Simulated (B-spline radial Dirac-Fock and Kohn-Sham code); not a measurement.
Model: multi-electron Dirac-Fock with separately optimised hole states, Breit and Lamb-shift corrections added in first order. Program: a radial atomic solver. Electron correlation is not included.

Question: Identify the element and charge state from the binding energies below (tabulated ground configuration; the least bound level is included).

| level | binding energy (eV) |
| --- | --- |
| 1s | 50504.1 |
| 2s | 8645.5 |
| 2p3/2 | 7507.5 |
| 3p3/2 | 1810.3 |
| 4p3/2 | 530.8 |
| 4d3/2 | 401.4 |
| 4f | 246.9 |

Answer: Gd¹³⁺: Z = 64 with 51 electrons, [Kr] 4d10 4f5. The hydrogen-like estimate √(E/Ry) = 60.9 for the K level lies 3.1 below Z (screening lowers it, relativity raises it); the outermost level, at 246.9 eV, fixes the charge.

Question: An atom or ion in its tabulated ground configuration has these computed binding energies (the last is its least bound level). Which is it?

```tsv
level	binding energy (eV)
1s	16165.3
2s	2282.1
2p1/2	2068.2
3s	419.9
3d3/2	193.2
3d5/2	191.4
4p	71.01
```

Answer: Sr⁴⁺: Z = 38 with 34 electrons, [Ar] 3d10 4s2 4p4. The hydrogen-like estimate √(E/Ry) = 34.5 for the K level lies 3.5 below Z; the outermost level, at 71.01 eV, fixes the charge.

Question: An atom or ion in its tabulated ground configuration has these computed binding energies (the last is its least bound level). Which is it?

```
level  binding energy (eV)
    K              57701.4
   L2              10959.0
   L3              10105.4
   M1               3993.0
   M2               3793.1
   M3               3598.7
 M4,5               3260.9
```

Answer: Ho⁴¹⁺: Z = 67 with 26 electrons, [Ar] 3d8. The hydrogen-like estimate √(E/Ry) = 65.1 for the K level lies 1.9 below Z (screening lowers it, relativity raises it); the outermost level, at 3260.9 eV, fixes the charge.
